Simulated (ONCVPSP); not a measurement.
**La (Z = 57): excitation energies, all-electron against ONCV**

```json
{
  "Element": "La",
  "Generator": "ONCVPSP 4.0.1",
  "Type": "optimised norm-conserving Vanderbilt (ONCV)",
  "Functional": "PBE",
  "Relativity": "scalar-relativistic",
  "Frozen core": "[Kr]",
  "Valence charge": "21",
  "Reference configuration": "4d10 5s2 5p6 5d1 6s1 6p1",
  "Partial waves": "5s+6s: rc 2.36 bohr, ncon 3, nbas 7, qcut 5.3 1/bohr, 2 projectors; 5p+6p: rc 2.28 bohr, ncon 4, nbas 8, qcut 4.8 1/bohr, 2 projectors; 4d+5d: rc 1.00 bohr, ncon 5, nbas 9, qcut 13.3 1/bohr, 2 projectors; f scattering state at 0.34 Ha: rc 2.04 bohr, ncon 4, nbas 9, qcut 4.8 1/bohr, 2 projectors, debl 1.1 Ha",
  "Local potential": "polynomial inside 0.72 bohr (lpopt 5, dvloc0 0 Ha)",
  "Core correction": "Teter function, fcfact 3.25, rcfact 1.25"
}
```

In the f channel the program set the typed energies aside and used -0.200, 0.900 Ha.

Energies are relative to the spin-unpolarised reference configuration 4d10 5s2 5p6 5d1 6s1 6p1; without spin polarisation the order of configurations can differ from experiment.

(1) Give the all-electron excitation energy and the error of the potential for: 4d10 5s2 5p6 5d1 6s2 6p0; 4d10 5s2 5p6 5d1 6s1 6p0; 4d10 5s2 5p6 5d1 6s0 6p0; 4d9 5s2 5p6 5d1 6s2 6p0.

Note: ghosts flagged at negative energy: s at -631.0 eV, p at -263.7 eV (a further GHOST(-) flag falls on a real empty level of the atom); GHOST(+) flagged for s at 46.4 eV. A true bound ghost makes a file unfit for plane-wave use.

Answers

(1)

```csv
valence configuration,charge,ΔE all-electron (eV),error AE − PS (meV)
4d10 5s2 5p6 5d1 6s2 6p0,0,-2.378,0.0
4d10 5s2 5p6 5d1 6s1 6p0,+1,3.589,-0.9
4d10 5s2 5p6 5d1 6s0 6p0,+2,14.477,-3.0
4d9 5s2 5p6 5d1 6s2 6p0,+1,110.628,-17
```
